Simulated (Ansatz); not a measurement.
`O=C[SiH2][SiH2][SiH3]` + `O=C[SiH](O)Cl` → `O=C[SiH](Cl)O[SiH3]` + `O=C[SiH2][SiH3]`  (cleavage of the Si–Si bond)

Calculated with Ansatz (gas phase, PBE0-D4/def2-TZVP geometries, no zero-point term in ΔE). CCSD(T)/CBS is the MP2 limit (def2-TZVPP, def2-QZVPP) plus CCSD(T) − MP2 in def2-TZVPP, frozen cores. DFT in def2-TZVPP. B3LYP here is the variant with VWN-RPA as its local correlation; programs differ in this. Each species was taken in one conformer, which may not be the lowest.

```json
{"level": "PBE-D4", "ΔE (kcal/mol)": "-15.7", "difference from CCSD(T)/CBS": "6.1"}
{"level": "r2SCAN-D4", "ΔE (kcal/mol)": "-20.2", "difference from CCSD(T)/CBS": "1.6"}
{"level": "PBE0-D4", "ΔE (kcal/mol)": "-17.5", "difference from CCSD(T)/CBS": "4.3"}
{"level": "B3LYP-D4", "ΔE (kcal/mol)": "-22.3", "difference from CCSD(T)/CBS": "-0.5"}
{"level": "ωB97X-V", "ΔE (kcal/mol)": "-21.2", "difference from CCSD(T)/CBS": "0.6"}
{"level": "ωB97M-V", "ΔE (kcal/mol)": "-21.9", "difference from CCSD(T)/CBS": "-0.1"}
{"level": "B2PLYP", "ΔE (kcal/mol)": "-23.3", "difference from CCSD(T)/CBS": "-1.5"}
{"level": "PBE", "ΔE (kcal/mol)": "-16.0", "difference from CCSD(T)/CBS": "5.8"}
{"level": "r2SCAN", "ΔE (kcal/mol)": "-20.3", "difference from CCSD(T)/CBS": "1.5"}
{"level": "PBE0", "ΔE (kcal/mol)": "-17.8", "difference from CCSD(T)/CBS": "4.0"}
{"level": "B3LYP", "ΔE (kcal/mol)": "-22.7", "difference from CCSD(T)/CBS": "-0.9"}
{"level": "HF/def2-TZVPP", "ΔE (kcal/mol)": "-29.1", "difference from CCSD(T)/CBS": "-7.3"}
{"level": "MP2/def2-TZVPP", "ΔE (kcal/mol)": "-23.3", "difference from CCSD(T)/CBS": "-1.5"}
{"level": "SCS-MP2/def2-TZVPP", "ΔE (kcal/mol)": "-24.9", "difference from CCSD(T)/CBS": "-3.1"}
{"level": "CCSD/def2-TZVPP", "ΔE (kcal/mol)": "-22.9", "difference from CCSD(T)/CBS": "-1.1"}
{"level": "CCSD(T)/def2-TZVPP", "ΔE (kcal/mol)": "-21.9", "difference from CCSD(T)/CBS": "-0.1"}
{"level": "HF/def2-QZVPP", "ΔE (kcal/mol)": "-29.9", "difference from CCSD(T)/CBS": "-8.1"}
{"level": "MP2/def2-QZVPP", "ΔE (kcal/mol)": "-23.5", "difference from CCSD(T)/CBS": "-1.7"}
{"level": "SCS-MP2/def2-QZVPP", "ΔE (kcal/mol)": "-25.1", "difference from CCSD(T)/CBS": "-3.3"}
{"level": "HF/CBS(def2)", "ΔE (kcal/mol)": "-30.0", "difference from CCSD(T)/CBS": "-8.2"}
{"level": "MP2/CBS(def2)", "ΔE (kcal/mol)": "-23.2", "difference from CCSD(T)/CBS": "-1.4"}
{"level": "CCSD/CBS(def2)", "ΔE (kcal/mol)": "-22.9", "difference from CCSD(T)/CBS": "-1.1"}
{"level": "CCSD(T)/CBS", "ΔE (kcal/mol)": "-21.8", "difference from CCSD(T)/CBS": "0"}
```

Largest T1 diagnostic among the species: 0.016.

From PBE to PBE0 (25 % exact exchange), in def2-TZVPP and without D4, ΔE moves by −1.8 kcal/mol. In def2-TZVPP, CCSD(T) changes the Hartree–Fock value by +7.2 kcal/mol (the triples alone add +1.1 kcal/mol) and MP2 by +5.8 kcal/mol.
